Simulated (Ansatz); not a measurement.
## Appearance energy of a fragment ion: CH8OSi2 → [SiH3]+ + CH5OSi + e⁻

Species: CH8OSi2 `CO[SiH2][SiH3]`, singlet; [SiH3]+ `[SiH3+]`, singlet; CH5OSi `CO[SiH2]`, doublet. 

Shapes, held fixed at every level: PBE0-D4/def2-TZVP. Flexible molecules stand in one conformer, not always the lowest. Programs: Ansatz 0.2.0. Electronic energies: no zero-point or thermal term.

```
               level                    kind  ΔE (eV)  less CCSD(T)/CBS estimate  CPU time (sum over the molecules)
         HF/def2-SVP            Hartree–Fock   +10.12                      -1.42                                  –
   PBE-D4/def2-TZVPP                     GGA   +11.47                      -0.07                               19 s
r2SCAN-D4/def2-TZVPP                meta-GGA   +11.48                      -0.06                               34 s
 B3LYP-D4/def2-TZVPP           global hybrid   +11.43                      -0.11                               33 s
  PBE0-D4/def2-TZVPP           global hybrid   +11.52                      -0.02                               22 s
  wB97M-V/def2-TZVPP  range-separated hybrid   +11.41                      -0.13                               81 s
      MP2/def2-TZVPP     perturbation theory   +11.29                      -0.25                                  –
CCSD(T)/CBS estimate   coupled cluster or CI   +11.54                       0.00                             12 min
```

The highest level, CCSD(T)/CBS estimate, gives ΔE = +11.54 eV; the levels span +10.12 to +11.54. The column of differences is taken from that level and isn't an error. No measured value is set beside it here. Open shells run unrestricted unless RO is named. The CBS estimate extrapolates MP2 from def2-TZVPP and def2-QZVPP and adds CCSD(T) − MP2 in the triple-zeta set, cores frozen. The onset seen in experiment also holds zero-point changes and kinetic shifts. Times are processor times on shared x86 and Arm servers, and rough.
